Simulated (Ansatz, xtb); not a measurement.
**A ladder of methods for C2H8GaN (SMILES [CH3][Ga]([CH3])[NH2])**

C2H8GaN: 12 atoms, total charge 0, spin state singlet. SMILES: `[CH3][Ga]([CH3])[NH2]`. Geometry: relaxed at PBE0-D4/def2-TZVP.

Quantity: the electronic atomisation energy, in eV. The values are calculated. Electronic energies at fixed atoms, without zero-point motion or spin-orbit coupling.

```json
{"level": "GFN0-xTB", "kind": "semi-empirical", "program": "xtb", "value (eV)": "50.87", "CPU time (all runs)": "under 2 s"}
{"level": "HF/cc-pVDZ", "kind": "Hartree–Fock", "program": "Ansatz", "value (eV)": "30.94", "CPU time (all runs)": "7 s"}
{"level": "SVWN5/cc-pVDZ", "kind": "LDA", "program": "Ansatz", "value (eV)": "48.13", "CPU time (all runs)": "11 s"}
{"level": "BLYP/cc-pVDZ", "kind": "GGA", "program": "Ansatz", "value (eV)": "41.66", "CPU time (all runs)": "15 s"}
{"level": "r2SCAN/cc-pVDZ", "kind": "meta-GGA", "program": "Ansatz", "value (eV)": "42.46", "CPU time (all runs)": "34 s"}
{"level": "B3LYP/cc-pVDZ", "kind": "global hybrid", "program": "Ansatz", "value (eV)": "42.03", "CPU time (all runs)": "19 s"}
{"level": "MP2/cc-pVDZ", "kind": "perturbation theory", "program": "Ansatz", "value (eV)": "40.22", "CPU time (all runs)": "8.4 s"}
{"level": "CCSD/cc-pVDZ", "kind": "coupled cluster or CI", "program": "Ansatz", "value (eV)": "39.59", "CPU time (all runs)": "47 s"}
```

All-electron rows without a relativistic Hamiltonian named are non-relativistic. The values span 30.94 to 50.87 eV. The xTB rows lack spin polarisation, so open shells miss the exchange term that lowers them. In the correlated wave-function rows the outer d shell of Ga is correlated, in sets not made for it. CPU times are rough (shared hosts, several kinds of processor): they show what a rung costs within a factor of a few.
